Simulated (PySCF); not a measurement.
Sb(F)2(TeH) (F2HSbTe), SMILES [F][Sb]([F])[TeH].

Geometry optimised at B3LYP-D3(BJ)/def2-SVP. The def2 effective core potentials stand for the cores of Sb, Te; spin–orbit coupling is left out.

Computed with M06-2X/def2-TZVP in PySCF.

Symmetry labels are those of the subgroup Cs that the program uses (full group Cs).

Task: List the valence orbital energies around the gap with their symmetry. (The exact figures need the calculation; the answer reports its results.)

Result: 
| orbital | symmetry | energy (eV) |
|---|---|---|
| HOMO−7 | A' | -14.15 |
| HOMO−6 | A' | -14.09 |
| HOMO−5 | A" | -13.58 |
| HOMO−4 | A" | -13.24 |
| HOMO−3 | A' | -12.28 |
| HOMO−2 | A' | -11.59 |
| HOMO−1 | A' | -8.93 |
| HOMO | A" | -8.17 |
| LUMO | A' | -1.31 |
| LUMO+1 | A" | -1.05 |
| LUMO+2 | A' | -0.17 |
| LUMO+3 | A' | 0.22 |
